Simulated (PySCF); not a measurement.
Computed shifts of a molecule C3H5BFNO, PBE/pcSseg-1 (PySCF), GIAO, gas phase, equivalent atoms averaged, in ppm (number of nuclei): ¹³C: 157.9 (1), 156.1 (1), 39.9 (1). ¹⁵N: 77.2 (1). ¹⁹F: -153.7 (1). ¹H: 7.03 (1), 4.92 (1), 2.64 (3). References: ¹³C against TMS (σ = 182.0 ppm); ¹⁵N against NH3 (σ = 267.0 ppm); ¹⁹F against CFCl3 (σ = 133.6 ppm); ¹¹B against BF3 (σ = 83.9 ppm); ¹⁷O against H2O (σ = 334.3 ppm); ¹H against TMS (σ = 31.49 ppm), references at their B3LYP-D3(BJ)/def2-TZVP geometries, non-relativistic. Coordinates come from a B3LYP-D3(BJ)/def2-SVP optimisation. Other conformers were not sampled.

Task: Which molecule gave these data?
A) C[C@@H]1N=COB1F
B) N#CCCB(O)F
C) CN1C=C(F)B1O
D) CB(F)[C@H]1N=CO1

Result: C, CN1C=C(F)B1O
